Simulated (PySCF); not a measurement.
Si⁺: excitation energy

Si⁺ [Ne] 3s2 3p1 (2P) → Si⁺ [Ne] 3s2 3d1 (2D), as a difference of total energies. Computed with PySCF 2.14 in dyall-acv3z, with scalar relativity by spin-free X2C-1e. Correlated levels: valence: [Ne] frozen; valence and next inner shell: 1s2 frozen; virtual orbitals above 40 to 60 times the deepest correlated orbital energy dropped. The calculations carry no spin-orbit coupling.

Question: Order these methods by the excitation energy they give, lowest first.
A. BLYP
B. M06-L
C. UHF
D. LDA

Answer: A (8.057 eV), D (8.210 eV), B (8.449 eV), C (8.994 eV).

Errors of the correlated levels include the incompleteness of this basis and the frozen core.

For comparison: 9.814 eV (measured; NIST levels, between the centres of gravity of the two terms).
